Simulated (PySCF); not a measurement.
Input and output of a geometry optimisation on 6-methyl-2-heptyne (`CC(CCC#CC)C`).

Method: PySCF 2.14.0, PBE0-D3(BJ)/def2-SVP geometry optimisation, gas phase.

Input of the driver that calls PySCF (job settings, then Cartesian coordinates in Å, the GFN2-xTB start):

```
{"job": {"xc": "PBE0", "basis": "def2-SVP", "d3": "d3bj", "grid": 1, "kind": "geom"}, "charge": 0, "multiplicity": 1}
C     -3.7559     0.4117    -0.5716
C     -2.5666     0.0719     0.1811
C     -1.5871    -0.2157     0.8088
C     -0.3891    -0.5536     1.5543
C      0.8202     0.2716     1.0975
C      1.1644     0.0988    -0.3853
C      1.6293    -1.3222    -0.6966
C      2.2494     1.0991    -0.7813
H     -4.3913    -0.4667    -0.6833
H     -4.3181     1.1896    -0.0551
H     -3.4804     0.7745    -1.5618
H     -0.5694    -0.3627     2.6173
H     -0.1859    -1.6215     1.4377
H      1.6867    -0.0074     1.7030
H      0.6072     1.3272     1.2840
H      0.2626     0.3086    -0.9712
H      0.8222    -2.0380    -0.5640
H      1.9689    -1.3883    -1.7279
H      2.4556    -1.6031    -0.0457
H      3.1606     0.9137    -0.2154
H      1.9250     2.1186    -0.5847
H      2.4809     1.0133    -1.8406
```

Output:

```
step   0  E = -312.63083597  max force = 0.019647
step   1  E = -312.63347422  max force = 0.002881
step   2  E = -312.63353384  max force = 0.000577
step   3  E = -312.63355796  max force = 0.000424
step   4  E = -312.63358934  max force = 0.000912
step   5  E = -312.63360685  max force = 0.000630
step   6  E = -312.63361424  max force = 0.000383
optimisation converged
```

Energies are in Eh and forces in Eh/bohr. The run used 182 basis functions and 46 SCF iterations in all.

Cost: about 4 min of CPU time on one thread; the machine was shared, so the figure is rough.

Question: How much energy does the optimisation gain, and how much of it in the first step?

Answer: 1.7 kcal/mol (76 meV) from step 0 to step 6; the first step changes the energy by -1.7 kcal/mol. The largest force component goes from 0.0196 to 0.00038 Eh/bohr.

Final geometry (Å):

```xyz
22
angstrom
C     -3.7910    0.1404   -0.6466
C     -2.5881   -0.1302    0.1250
C     -1.5881   -0.3558    0.7730
C     -0.3750   -0.6236    1.5386
C      0.8340    0.2083    1.0966
C      1.2231    0.0649   -0.3751
C      1.5547   -1.3746   -0.7518
C      2.3809    0.9989   -0.7089
H     -4.4156   -0.7620   -0.7413
H     -4.4042    0.9220   -0.1708
H     -3.5445    0.4828   -1.6641
H     -0.5728   -0.4323    2.6070
H     -0.1380   -1.6992    1.4699
H      1.6951   -0.0711    1.7299
H      0.6257    1.2710    1.3061
H      0.3484    0.3769   -0.9745
H      0.6951   -2.0469   -0.6097
H      1.8517   -1.4457   -1.8097
H      2.3919   -1.7603   -0.1453
H      3.2829    0.7313   -0.1327
H      2.1348    2.0461   -0.4732
H      2.6429    0.9470   -1.7771
```

Point group C1. Stationary, but not proved a minimum. After the best overlay, start and end differ by 0.13 Å (root mean square over atoms).

Bond lengths before and after (atoms numbered from 1 in input order):

```json
{"bond": "C1–C2", "start (Å)": "1.448", "end (Å)": "1.455", "change (Å)": "+0.007"}
{"bond": "C2≡C3", "start (Å)": "1.198", "end (Å)": "1.213", "change (Å)": "+0.015"}
{"bond": "C3–C4", "start (Å)": "1.451", "end (Å)": "1.459", "change (Å)": "+0.008"}
{"bond": "C4–C5", "start (Å)": "1.534", "end (Å)": "1.533", "change (Å)": "-0.001"}
{"bond": "C5–C6", "start (Å)": "1.532", "end (Å)": "1.529", "change (Å)": "-0.003"}
{"bond": "C6–C7", "start (Å)": "1.527", "end (Å)": "1.525", "change (Å)": "-0.002"}
{"bond": "C6–C8", "start (Å)": "1.528", "end (Å)": "1.525", "change (Å)": "-0.003"}
{"bond": "C1–H9", "start (Å)": "1.090", "end (Å)": "1.102", "change (Å)": "+0.012"}
{"bond": "C1–H10", "start (Å)": "1.090", "end (Å)": "1.102", "change (Å)": "+0.012"}
{"bond": "C1–H11", "start (Å)": "1.090", "end (Å)": "1.101", "change (Å)": "+0.011"}
{"bond": "C4–H12", "start (Å)": "1.095", "end (Å)": "1.103", "change (Å)": "+0.008"}
{"bond": "C4–H13", "start (Å)": "1.093", "end (Å)": "1.104", "change (Å)": "+0.011"}
{"bond": "C5–H14", "start (Å)": "1.093", "end (Å)": "1.105", "change (Å)": "+0.012"}
{"bond": "C5–H15", "start (Å)": "1.093", "end (Å)": "1.103", "change (Å)": "+0.010"}
{"bond": "C6–H16", "start (Å)": "1.096", "end (Å)": "1.105", "change (Å)": "+0.009"}
{"bond": "C7–H17", "start (Å)": "1.087", "end (Å)": "1.100", "change (Å)": "+0.013"}
{"bond": "C7–H18", "start (Å)": "1.088", "end (Å)": "1.101", "change (Å)": "+0.013"}
{"bond": "C7–H19", "start (Å)": "1.089", "end (Å)": "1.103", "change (Å)": "+0.014"}
{"bond": "C8–H20", "start (Å)": "1.089", "end (Å)": "1.103", "change (Å)": "+0.014"}
{"bond": "C8–H21", "start (Å)": "1.088", "end (Å)": "1.101", "change (Å)": "+0.013"}
{"bond": "C8–H22", "start (Å)": "1.088", "end (Å)": "1.101", "change (Å)": "+0.013"}
```
